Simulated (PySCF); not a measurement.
# C₆ coefficients of unlike pairs at PBE

Calculated with PySCF 2.14 from the dipole response of each species, C₆(A,B) = (3/π) ∫ α_A(iu) α_B(iu) du, in atomic units, from isotropic polarisabilities. For ions this is the dispersion term alone; charge-induced terms of lower order in 1/R come first.

```json
{"species": "Ge", "configuration": "[Ar] 3d10 4s2 4p2 (3P)", "basis": "def2-QZVPPD (12s7p5d4f1g)", "relativity": "none", "α (bohr³)": "43.62", "C₆ (like pair)": "378.8"}
{"species": "Ca²⁺", "configuration": "[Ar] (1S)", "basis": "aug-cc-pVDZ-X2C (6s5p3d)", "relativity": "spin-free X2C", "α (bohr³)": "3.022", "C₆ (like pair)": "8.790"}
{"species": "Cu³⁺", "configuration": "[Ar] 3d8 (3F)", "basis": "aug-cc-pwCVTZ-PP with ECP10MDF (8s8p7d4f3g)", "relativity": "core potential", "α (bohr³)": "1.603", "C₆ (like pair)": "3.660"}
{"species": "Rh³⁺", "configuration": "[Kr] 4d6 (5D)", "basis": "aug-cc-pVTZ-PP with ECP28MDF (6s6p5d3f2g)", "relativity": "core potential", "α (bohr³)": "4.865", "C₆ (like pair)": "22.20"}
```

(1) Estimate C₆ for Rh³⁺ with Ca²⁺.

No spin-orbit coupling is included.

The other pairs:

| pair | C₆ |
| --- | --- |
| Ca²⁺, Ge | 46.36 |
| Cu³⁺, Ge | 26.20 |
| Rh³⁺, Ge | 73.32 |
| Cu³⁺, Ca²⁺ | 5.449 |
| Rh³⁺, Cu³⁺ | 8.797 |

Results:

(1) The integral gives 13.93. The combination rule 2 C_A C_B / (C_A α_B/α_A + C_B α_A/α_B) gives 13.97 and the geometric mean 13.97.
